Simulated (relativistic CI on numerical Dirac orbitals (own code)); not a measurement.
# Sensitivity of the levels of Gd⁴³⁺ to α and to the nuclear radius

Computed by Dirac-Coulomb-Breit CI, orbitals from a KLI potential per configuration, derivatives by finite differences, unscaled Slater integrals, QED left out (own radial code, finite nucleus).

Configuration list (outside the closed core [Ne]): 3s2 3p6 3d3, 3s2 3p5 3d4, 3s 3p6 3d4, 3p6 3d5, 3s2 3p6 3d2 4s, 3s2 3p6 3d2 4p, 3s2 3p6 3d2 4d, 3s2 3p5 3d3 4s. Levels of other configurations are missing.

With x = (α/α₀)² − 1 an excitation energy changes as ω = ω₀ + qx; K = 2q/ω₀ is the relative enhancement. Terms are leading LS components, so labels can repeat. The field-shift factor is F = δν/δ⟨r²⟩ for the transition from the lowest level.

Lowest level 3s2 3p6 3d3 4F_3/2.

| Level | ω₀ (cm⁻¹) | q (cm⁻¹) | F (GHz/fm²) |
| --- | --- | --- | --- |
| 3s2 3p6 3d3 4F_5/2 | 237976 | 291100 | 4.29 |
| 3s2 3p6 3d3 4P_3/2 | 287294 | 279400 | 4.01 |
| 3s2 3p6 3d3 2G_7/2 | 303612 | 300500 | 4.53 |
| 3s2 3p6 3d3 2G_9/2 | 309853 | 283000 | 4.54 |
| 3s2 3p6 3d3 4P_1/2 | 322582 | 285500 | 3.95 |
| 3s2 3p6 3d3 4P_5/2 | 465604 | 335600 | 4.91 |
| 3s2 3p6 3d3 4F_7/2 | 541842 | 570800 | 8.5 |
| 3s2 3p6 3d3 4F_9/2 | 568757 | 581400 | 8.93 |
| 3s2 3p6 3d3 4P_3/2 | 607263 | 582100 | 8.23 |
| 3s2 3p6 3d3 2P_1/2 | 627103 | 584000 | 8.45 |
| 3s2 3p6 3d3 2H_11/2 | 636931 | 574600 | 9.23 |
| 3s2 3p6 3d3 2D_5/2 | 649867 | 550700 | 7.53 |
| 3s2 3p6 3d3 2F_5/2 | 692282 | 594600 | 8.4 |

At this charge energies of transitions that change n are usually good to better than 1 %, and those within a shell (Δn = 0) to a few per cent.

Which transition from the lowest level has the largest |K|?

3s2 3p6 3d3 4F_5/2 at 237976 cm⁻¹, K = 2.45.
